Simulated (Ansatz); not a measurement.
`F[Si](I)(I)I` → F• + 3 I• + Si•  (atomization)

Computed with Ansatz on PBE0-D4/def2-TZVP structures; ΔE is electronic, products minus reactants. CBS: MP2 limit from def2 TZ/QZ plus the TZ coupled-cluster correction, frozen cores. This one scheme is used for every species, atoms too. For atomizations the MP2-based limit and the directly extrapolated one differ by several kJ/mol either way, and by 10 to 25 for some Ge, Se and Sn compounds, so smaller differences from it don't rank the levels. DFT in def2-TZVPP. B3LYP here is the variant with VWN-RPA as its local correlation; programs differ in this. No spin–orbit coupling; open shells (•) take unrestricted orbitals. Spin–orbit coupling would lower the free atoms: a little for F, Si; strongly for I. Elements past krypton have def2 core potentials. For I outer-core shells are correlated without core-valence functions, so the limit isn't a true one: a few kJ/mol of doubt a bond, and 10 to 20 or more in all where bonds break to atoms.

```csv
level,ΔE (eV),difference from CCSD(T)/CBS
B97M-V,14.52,-0.51
PBE0-D4,14.71,-0.32
B3LYP-D4,14.30,-0.73
BHLYP-D4,13.85,-1.18
B3LYP,13.78,-1.25
r2SCANh,14.56,-0.47
BHLYP,13.31,-1.72
CAM-B3LYP,13.94,-1.09
HF/def2-TZVPP,9.88,-5.15
MP2/CBS(def2),16.14,1.11
CCSD(T)/CBS,15.03,0
```

Largest T1 diagnostic among the species: 0.012.

From PBE to PBE0 (25 % exact exchange), in def2-TZVPP and without D4, ΔE moves by −0.36 eV: exact exchange takes away binding that semilocal exchange gives to molecules. At CCSD(T), def2-SVP lies −2.35 eV from the extrapolated value and def2-TZVPP −0.96 eV: correlation converges slowly with the basis, and small sets miss more of it in the bonded molecule than in its fragments. Leaving LDA and LC-ωPBE aside and taking each functional with its dispersion term where it has one, the values, not all of them listed here, spread over 1.26 eV, from BHLYP-D4 to PBE-D4. LDA lies +2.53 eV from PBE without D4, its usual overbinding.
